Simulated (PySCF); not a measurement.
C3H4BFO2. Atoms are numbered in the order given.

```xyz
11

F      0.2456     2.2829    -0.4508
B      0.1449     1.0033    -0.1184
C      1.3342     0.0629     0.1282
C      1.0258    -1.2470     0.0271
O     -0.2346    -1.7049    -0.0238
C     -1.2017    -0.8058     0.4650
O     -1.1110     0.4627    -0.0946
H      2.3843     0.3554     0.1573
H      1.7507    -2.0631    -0.0650
H     -2.1783    -1.2399     0.2168
H     -1.0772    -0.7382     1.5648
```

Coordinates come from a PBE0-D3(BJ)/def2-SVP optimisation. This is a generated structure with no PubChem entry under its InChIKey; it may be hypothetical. One conformer was computed; it need not be the lowest.

The numbers are results of HF/pcSseg-1 in PySCF, not measurements.

GIAO shieldings, no solvent; atoms listed in one row are averaged. δ = σ(ref) − σ: ¹⁹F against CFCl3 (σ = 238.5 ppm); ¹¹B against BF3 (σ = 102.7 ppm); ¹³C against TMS (σ = 192.6 ppm); ¹⁷O against H2O (σ = 333.0 ppm); ¹H against TMS (σ = 31.99 ppm), references at their B3LYP-D3(BJ)/def2-TZVP geometries, non-relativistic.

Computed chemical shifts:
```json
[
 {"nucleus": "¹⁹F", "atoms": "F1", "count": "1", "δ (ppm)": "-84.0"},
 {"nucleus": "¹¹B", "atoms": "B2", "count": "1", "δ (ppm)": "15.9"},
 {"nucleus": "¹³C", "atoms": "C4", "count": "1", "δ (ppm)": "181.2"},
 {"nucleus": "¹³C", "atoms": "C3", "count": "1", "δ (ppm)": "98.3"},
 {"nucleus": "¹³C", "atoms": "C6", "count": "1", "δ (ppm)": "82.2"},
 {"nucleus": "¹⁷O", "atoms": "O5", "count": "1", "δ (ppm)": "132.6"},
 {"nucleus": "¹⁷O", "atoms": "O7", "count": "1", "δ (ppm)": "113.2"},
 {"nucleus": "¹H", "atoms": "H9", "count": "1", "δ (ppm)": "7.76"},
 {"nucleus": "¹H", "atoms": "H10", "count": "1", "δ (ppm)": "5.43"},
 {"nucleus": "¹H", "atoms": "H8", "count": "1", "δ (ppm)": "5.09"},
 {"nucleus": "¹H", "atoms": "H11", "count": "1", "δ (ppm)": "4.93"}
]
```
